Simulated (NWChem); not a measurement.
Species: SiN, doublet; SMILES N#[Si]

Results from NWChem. Spin-unrestricted. Spin-contaminated determinants: UHF/cc-pVDZ (<S²> = 1.23), UHF/aug-cc-pVDZ (<S²> = 1.22), UHF/cc-pVTZ (<S²> = 1.21), UHF/aug-cc-pVTZ (<S²> = 1.20), UHF/cc-pVQZ (<S²> = 1.20). Structure relaxed at the PBE0/def2-SVP, spin-unrestricted level. No stability test was run on the SCF state.

### Question
Order these by “dipole (D)”, lowest first: UHF/cc-pVTZ; UHF/aug-cc-pVDZ; UHF/cc-pVDZ; UHF/aug-cc-pVTZ.

### Answer
UHF/cc-pVDZ (1.38), UHF/cc-pVTZ (1.65), UHF/aug-cc-pVDZ (1.76), UHF/aug-cc-pVTZ (1.83)
